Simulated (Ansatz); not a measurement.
`C[SiH2][SiH2][AlH2]` + H₂O → `O[SiH2][AlH2]` + `C[SiH3]`  (formal hydrolysis of the Si–Si bond)

Program: Ansatz. Geometries: PBE0-D4/def2-TZVP. ΔE: electronic, gas phase. CCSD(T)/CBS adds triple-zeta CCSD(T) − MP2 to the extrapolated MP2 energy (def2 sets, frozen cores). This one scheme is used for every species. DFT in def2-TZVPP. B3LYP here is the variant with VWN-RPA as its local correlation; programs differ in this. One conformer a species, not always the lowest.

`C[SiH2][SiH2][AlH2]`:

Cartesian coordinates in Å:
```
C -0.896 -0.782 1.669
Si 0.112 -1.376 0.201
Si 1.311 0.400 -0.751
Al -0.251 2.072 -1.611
H -0.243 -0.369 2.442
H -1.464 -1.605 2.108
H -1.601 -0.001 1.373
H -0.796 -1.950 -0.836
H 1.040 -2.464 0.624
H 2.156 0.990 0.333
H 2.231 -0.127 -1.800
H -0.451 2.321 -3.168
H -1.148 2.892 -0.584
```

H₂O:

```xyz
3

O     0.254   -0.264    0.131
H    -0.703   -0.330    0.122
H     0.449    0.594   -0.252
```

`O[SiH2][AlH2]`:

```xyz
8

O     0.467   -0.068    1.799
Si    0.447   -0.581    0.220
Al   -0.920    0.971   -1.111
H     0.971   -0.595    2.422
H     1.842   -0.673   -0.318
H    -0.083   -1.980    0.130
H    -1.078    0.697   -2.670
H    -1.647    2.230   -0.472
```

`C[SiH3]`:

Z-matrix (Å, degrees):
```
C
Si 1 1.871
H 1 1.092 2 110.8
H 1 1.092 2 110.8 3 -120.0
H 1 1.092 2 110.8 3 120.0
H 2 1.488 1 110.7 3 -179.9
H 2 1.488 1 110.7 3 -59.9
H 2 1.488 1 110.7 3 60.1
```

(1) Is it downhill or uphill in electronic energy at CCSD(T)/CBS, and by how much? (Estimate.)

(2) What do these levels give: r2SCAN-D4, PBE0-D4, B3LYP-D4, ωB97X-V, r2SCAN, HF/def2-TZVPP? (An estimate is asked.)

Largest T1 diagnostic among the species: 0.012.

## Answers

(1) The calculation gave: Downhill: ΔE = -14.2 kcal/mol.

(2) The calculation gave: r2SCAN-D4 -13.6, PBE0-D4 -10.9, B3LYP-D4 -15.4, ωB97X-V -15.6, r2SCAN -14.1, HF/def2-TZVPP -22.7 kcal/mol.

The D4 term adds +2.3 kcal/mol with B3LYP and +1.4 kcal/mol with PBE0; it sums over pairs of atoms, weighted by their polarisabilities, and B3LYP, whose exchange is more repulsive, gets the larger term. From PBE to PBE0 (25 % exact exchange), in def2-TZVPP and without D4, ΔE moves by −1.1 kcal/mol.
